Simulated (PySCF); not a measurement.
# MO anions for M along the fifth-period p block

PBE0 with double-zeta basis sets in PySCF, for the lowest determinant that a PBE0 search found; no spin–orbit coupling. De refers to high-spin ground-configuration atoms (the charge goes to the atom of lower measured ionisation energy or higher electron affinity, which is not always the lowest computed limit). A positive dipole points towards O; it is taken about the centre of mass and depends on that origin.

```csv
M,basis,charged atom,state (unpaired electrons),Re (Å),ωe (cm⁻¹),De (eV),μ (D)
In,aug-cc-pVDZ-PP/aug-cc-pVDZ,O−,singlet (closed shell),1.934,681,4.07,-4.42
Sb,aug-cc-pVDZ-PP/aug-cc-pVDZ,O−,triplet (π ↑↑),1.899,734,4.06,-3.25
Te,aug-cc-pVDZ-PP/aug-cc-pVDZ,Te−,doublet (π ↑),1.924,677,3.43,-2.97
I,aug-cc-pVDZ-PP/aug-cc-pVDZ,I−,singlet (closed shell),1.970,604,1.39,-4.21
```

The shortest bond is that of SbO⁻ (1.899 Å), the longest that of IO⁻ (1.970 Å).

The state changes along the series, so neighbouring rows are not always alike in their bonding.

These are scalar-relativistic numbers at best; spin–orbit coupling would shift them, the dissociation energy most. For an ion De counts to the pair picked by the measured ionisation energies or electron affinities, which need not be the lowest pair at this level. The highest Kohn–Sham level is positive in some of these anions. Much of that is self-interaction error, but it also means that the finite basis helps to hold the extra electron. States were picked by a PBE0 search and need not be the measured ground states.
